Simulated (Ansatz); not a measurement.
Geometry optimisation, Ansatz 0.2.0, RHF/def2-SVP.

Input file:

```yaml
crystal:
  periodic: [false, false, false]
  atoms:
    - { symbol: O, position_ang: [-1.6629, 0.6538, 0.754] }
    - { symbol: C, position_ang: [-0.8368, -0.347, 0.4309] }
    - { symbol: Al, position_ang: [-1.65193, -1.3861, -1.03209] }
    - { symbol: S, position_ang: [-0.53114, -3.19687, -2.00028] }
    - { symbol: Br, position_ang: [-3.77247, -0.80994, -1.91831] }
    - { symbol: H, position_ang: [-2.5618, 0.2828, 1.0153] }
    - { symbol: H, position_ang: [0.13277, 0.06481, 0.05804] }
    - { symbol: H, position_ang: [-0.6865, -1.0482, 1.25203] }
    - { symbol: H, position_ang: [-1.11822, -4.01018, -1.04313] }
basis:
  gaussian: { orbitals: def2-SVP }
hamiltonian:
  xc: hf
relax:
  f_tol: 0.015
  max_steps: 40
output:
  orbitals: {}
```

Command:

```bash
$ ansatz run input.yaml --threads 2 --pin off --max-ram 3072MiB --backend cpu --events-out ev --progress --plain --runs-dir out
```

**Question.** Where does it end, and by what steps?

**Answer.** The run converged. After 19 steps the energy has fallen by 0.806 eV; H9 moved furthest, 1.43 Å.

```csv
step,energy less start (eV),largest force component (eV/Å),accepted
0,0.0000,4.503,yes
1,-0.5223,1.067,yes
2,-0.5741,0.313,yes
3,-0.5855,0.293,yes
4,-0.5952,0.203,yes
5,-0.6023,0.740,yes
6,-0.6577,0.574,yes
7,-0.7161,0.305,yes
8,-0.7596,0.349,yes
9,-0.7665,0.368,yes
10,-0.7469,0.436,no
11,-0.7888,0.253,yes
12,-0.7967,0.056,yes
13,-0.7983,0.186,yes
14,-0.8018,0.085,yes
15,-0.8038,0.056,yes
16,-0.8047,0.060,yes
17,-0.8050,0.078,yes
18,-0.8055,0.037,yes
19,-0.8056,0.011,yes
```

```xyz
9
Properties=species:S:1:pos:R:3
O -1.336 0.758 0.550
C -1.048 -0.622 0.520
Al -1.892 -1.559 -1.009
S -1.052 -3.285 -2.050
Br -3.929 -0.843 -1.704
H -2.264 0.896 0.656
H 0.038 -0.712 0.439
H -1.299 -1.102 1.476
H 0.093 -3.327 -1.360
```

Time of the run: 47 s on 2 threads of Arm Neoverse V1 (shared host), peak memory 0.27 GiB.
